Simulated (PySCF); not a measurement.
Static response to an electric field

Compound: C5H5F3Si.
Atom-mapped SMILES: `[F:1][CH2:2][Si@:3]1([F:4])[CH:5]=[CH:6][C:7]([F:8])=[CH:9]1` (hydrogens: H10, H11 on C2; H12 on C5; H13 on C6; H14 on C9)

Geometry (GFN2-xTB, Å), atoms numbered from 1 in this order:
```
atom  x, y, z in Å
F1    -2.0243    0.0637   -1.6882
C2    -2.1816   -0.4317   -0.4133
Si3   -0.5496   -0.3497    0.5773
F4    -0.9518   -0.9681    2.0222
C5     0.3286    1.3196    0.6672
C6     1.5458    1.1881    0.1310
C7     1.8782   -0.1552   -0.3335
F8     3.0932   -0.3392   -0.8708
C9     0.9741   -1.1292   -0.1957
H10   -2.9701    0.1611    0.0567
H11   -2.5387   -1.4590   -0.5191
H12   -0.0363    2.2599    1.0413
H13    2.2755    1.9753    0.0257
H14    1.1564   -2.1359   -0.5230
```

Level: CAM-B3LYP/def2-SVPD (PySCF), static field, nuclei fixed, core orbitals frozen in the response. The polarisability tensor in these axes (au):

```
x   93.20  5.65 -6.76
y    5.65 77.73  3.50
z   -6.76  3.50 63.41
```

**Question.** Diagonalise the tensor; give its mean and Δα, where Δα² is half the sum of the squared differences of the eigenvalues.

**Answer.** Principal values 60.65, 77.73 and 95.97 au; mean 78.12 au = 11.58 Å³ = 12.88 × 10⁻⁴⁰ C²·m²/J; Δα = 30.59 au (39 % of the mean).

**Question.** What is the dipole moment, and where does it point?

**Answer.** (-0.82, 0.71, 0.60) D, 1.24 D in size, pointing from the negative to the positive side. Measured along this direction, the outermost atoms are F8 at the negative end and H10 at the positive end.

**Question.** Molar refractivity from α?

**Answer.** Lorentz–Lorenz: R = (4π/3)N_A α = 2.5225 cm³/(mol·Å³) × 11.58 Å³ = 29.2 cm³/mol, in the limit of long wavelengths.

**Question.** Give the principal axes and the span of the nuclei along them.

**Answer.** Largest value along (0.95, 0.26, -0.17), where the nuclei span 5.79 Å; middle along (-0.20, 0.93, 0.32), 4.81 Å; least along (0.24, -0.27, 0.93), 4.00 Å. The response follows the extents in order.

**Question.** In a dilute gas of rigid molecules at 250 K, how does the orientational term μ²/3kT compare with the electronic polarisability?

**Answer.** In Gaussian units μ²/3kT = 14.80 Å³ against 11.58 Å³, a ratio of 1.28; the Debye molar polarisation (4π/3)N_A(α + μ²/3kT) is 66.5 cm³/mol, leaving out the vibrational part.

The structure is a single GFN2-xTB conformer in the gas phase; no vibrational or solvent corrections.
